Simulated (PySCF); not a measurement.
C3Si, SMILES [C]1[c+]2[si-2][c+]21 (connectivity only; charge and spin as stated), neutral, multiplicity 1. Atoms are numbered in the order given.

```xyz
4

Si     0.0000     0.0000    -1.1790
C      0.0000    -0.7362     0.5065
C      0.0000     0.7362     0.5065
C      0.0000     0.0000     1.7381
```
Charge 0, spin multiplicity 1.

Coordinates come from a r2SCAN-D4/def2-TZVP optimisation.

Computed with TDA-B3LYP/def2-SVPD run with PySCF 2.14.0.

Vertical excitations. Isolated molecule, no solvent. State labels are in the subgroup C2v.

Computed UV-visible absorptions:
| state | symmetry | energy (eV) | λ (nm) | f | main pairs |
|---|---|---|---|---|---|
| S1 | B1 | 1.39 | 892 | 0.003 | HOMO→LUMO 99 % |
| S2 | A2 | 3.28 | 378 | 0.000 | HOMO→LUMO+1 96 % |
| S3 | B1 | 3.33 | 372 | 0.028 | HOMO−1→LUMO 96 % |
| S4 | A2 | 3.93 | 316 | 0.000 | HOMO−2→LUMO 95 % |
| S5 | B2 | 4.27 | 290 | 0.001 | HOMO→LUMO+2 98 % |
| S6 | B1 | 5.17 | 240 | 0.025 | HOMO→LUMO+3 95 % |
| S7 | A2 | 5.24 | 237 | 0.000 | HOMO−1→LUMO+1 97 % |
| S8 | B1 | 5.69 | 218 | 0.002 | HOMO−2→LUMO+1 67 %, HOMO−3→LUMO 31 % |
| S9 | A1 | 6.07 | 204 | 0.011 | HOMO−4→LUMO 71 %, HOMO−2→LUMO+2 19 % |
| S10 | B1 | 6.14 | 202 | 0.025 | HOMO−3→LUMO 54 %, HOMO−2→LUMO+1 29 %, HOMO−1→LUMO+3 13 % |
| T1 | B1 | 0.83 | 1501 | 0 | HOMO→LUMO 93 % |
| T2 | B1 | 2.48 | 500 | 0 | HOMO−1→LUMO 94 % |
| T3 | A2 | 2.52 | 492 | 0 | HOMO→LUMO+1 93 % |
| T4 | A2 | 3.51 | 353 | 0 | HOMO−2→LUMO 99 % |
Triplets are in the Tamm–Dancoff approximation.
